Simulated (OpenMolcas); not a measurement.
## Mo3+: moving or changing the point charges

Mo3+ among 4 point charges of -1.5 e arranged as a square (D4h), 2.17 Å from the ion.

| Quantity | Value |
| --- | --- |
| Program | OpenMolcas |
| Method | SS-CASPT2, IPEA 0.25 Eh, imaginary shift 0.1 Eh (closed shells correlated: 4s 4p) |
| Basis | ANO-RCC-VDZP [6s5p3d1f] |
| Scalar Hamiltonian | DKH2, point nucleus |
| Active space | 3 electrons in 5 orbitals (4d) |
| State averaging | 2S+1 = 4 even, 10 roots; 2S+1 = 2 even, 40 roots |
| Spin-orbit coupling | RASSI with atomic mean-field integrals over the reference wave functions |

Runs around this geometry, states (labels of D4, the rotations of D4h). Energies in cm-1 above the lowest state or level, χT in cm3 K/mol.

| R (Å) | q (e) | Ground state | First state of that spin | First gap with spin-orbit (degeneracies) | χT at 300 K | First state of another spin |
| --- | --- | --- | --- | --- | --- | --- |
| 2.17 | -0.98 | 4A2 | 4E 560 | 280 (2, 2) | 0.560 | 2A2 11370 |
| 2.17 | -1.5 | 4A2 | 4E 3800 | 4 (2, 2) | 1.631 | 2E 11000 |
| 2.26 | -1.5 | 4A2 | 4E 2800 | 13 (2, 2) | 1.549 | 2E 11170 |

Taking the first state of the same spin as R^-n, n = -ln(2800 / 3800) / ln(2.26 / 2.17) = 7.5 between the shortest and longest distance.

Scaling the charges by -0.98 / -1.5 = 0.65 scales the first state of the same spin by 560 / 3800 = 0.15; with fixed orbitals a first-order splitting would follow the charge.

Free-ion shares, where given, are those of the reference states; single-state CASPT2 does not remix them. Point charges carry no covalency, so the field is a model and not that of real ligands. No measured value stands beside these numbers.
